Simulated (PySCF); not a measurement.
These are B3LYP-D3(BJ)/def2-TZVP // PBE0-D4/def2-TZVP (PySCF) values and carry that method's errors. All species are isolated molecules in the gas phase. One relaxed conformer stands for a flexible species; it need not be the lowest. B3LYP has the VWN-RPA correlation part, as in Gaussian. Excitations are Tamm–Dancoff values on a coarser integration grid. The basis has no diffuse functions, so Rydberg states are missing or too high.

Reference species (SMILES): `[SH][In]([Cl])[Cl]` (H–S–In–Cl torsion 0°) (neutral, multiplicity 1).

```
Quantity                   Value
----------------------  --------
S1–T1 gap (TDA)          0.36 eV
LUMO                    -2.76 eV
S1 oscillator strength     0.008
```

Changed species: `[SH][In]([SH])[SH]` (3 of 3 Cl replaced by SH; the reference has 1 of 3 Cl replaced by SH).

### Question
What does the change do to the S1–T1 gap (TDA), LUMO and S1 oscillator strength?

### Answer
the S1–T1 gap (TDA) falls by 0.06 eV, to 0.30 eV; the LUMO rises by 0.76 eV, to -2.00 eV; the S1 oscillator strength is nearly the same.
